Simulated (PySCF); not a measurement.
# Bromine: a sound run and one with changed settings

Sound run: Br(2+) [Ar] 3d10 4s2 4p3, Br(3+) [Ar] 3d10 4s2 4p2. Calculation: PySCF 2.14, in cc-pVDZ-PP with ECP10MDF; scalar relativity through the core potential. In the sound run the correlated levels freeze 3s2 3p6 3d10 outside the core potential. The sound run starts from symmetry-adapted Hartree-Fock orbitals and uses a fine grid where one is needed.

Changed run: all electrons correlated in a basis built for the valence shell.

| species | method | sound run (hartree) | changed run (hartree) | converged |
| --- | --- | --- | --- | --- |
| Br(2+) | MP2 | -414.39464 | -414.41359 | yes |
| Br(3+) | MP2 | -413.10957 | -413.12770 | yes |

Ionisation energy of Br(2+):

```csv
method,sound run (eV),changed run (eV)
UHF,34.613,34.613
MP2,34.968,34.991
SCS-MP2,34.848,34.858
```

A valence basis has no tight correlating functions, so it recovers only part of the core correlation, and not evenly between atom and ion.

For comparison, NIST gives 34.871 ± 0.019 eV between the lowest levels.
